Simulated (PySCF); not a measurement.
C4H9O, SMILES [O]C(C)(C)C, multiplicity 2.

Geometry optimised at PBE-D3(BJ)/def2-SVP. The isomer is the one that the SMILES or the coordinates give; other isomers of the formula were not compared.

Level of theory: PBE-D3(BJ)/def2-SVP run with PySCF.

No scaling factor is applied to the harmonic values.

Q: Give all harmonic wavenumbers and intensities. (Estimate from the structure and the level; the computed values follow.)

A: 
| mode | ν (cm⁻¹) | IR (km/mol) | moving atoms (share of kinetic energy) |
|---|---|---|---|
| 1 | 180 | 0.0 | H 99 % |
| 2 | 246 | 0.1 | H 96 % |
| 3 | 247 | 0.1 | H 96 % |
| 4 | 312 | 1.5 | C 45 %, H 31 %, O 24 % |
| 5 | 318 | 2.4 | C 49 %, H 37 %, O 13 % |
| 6 | 394 | 2.0 | H 40 %, C 40 %, O 20 % |
| 7 | 407 | 0.3 | C 44 %, O 35 %, H 21 % |
| 8 | 422 | 3.8 | C 49 %, H 28 %, O 23 % |
| 9 | 719 | 1.6 | C 74 %, H 21 % |
| 10 | 853 | 5.8 | H 71 %, C 29 % |
| 11 | 863 | 1.9 | C 59 %, H 34 % |
| 12 | 907 | 1.4 | H 62 %, C 21 %, O 17 % |
| 13 | 910 | 0.0 | H 83 %, C 17 % |
| 14 | 962 | 2.0 | H 57 %, C 43 % |
| 15 | 973 | 2.1 | H 55 %, C 26 %, O 20 % |
| 16 | 1087 | 2.3 | C 54 %, H 46 % |
| 17 | 1107 | 0.0 | C 69 %, H 31 % |
| 18 | 1210 | 26.3 | C 62 %, H 31 % |
| 19 | 1292 | 8.8 | H 76 %, C 22 % |
| 20 | 1297 | 0.4 | H 81 %, C 19 % |
| 21 | 1334 | 0.2 | H 79 %, C 20 % |
| 22 | 1371 | 0.4 | H 95 % |
| 23 | 1394 | 0.0 | H 96 % |
| 24 | 1402 | 2.4 | H 96 % |
| 25 | 1404 | 10.4 | H 96 % |
| 26 | 1411 | 7.1 | H 96 % |
| 27 | 1436 | 9.9 | H 94 % |
| 28 | 2971 | 21.2 | H 97 % |
| 29 | 2975 | 12.7 | H 97 % |
| 30 | 2980 | 5.1 | H 97 % |
| 31 | 3066 | 0.1 | H 91 %, C 9 % |
| 32 | 3071 | 26.5 | H 91 %, C 9 % |
| 33 | 3080 | 8.2 | H 90 %, C 10 % |
| 34 | 3081 | 11.3 | H 91 %, C 9 % |
| 35 | 3088 | 14.2 | H 91 %, C 9 % |
| 36 | 3102 | 11.8 | H 90 %, C 10 % |
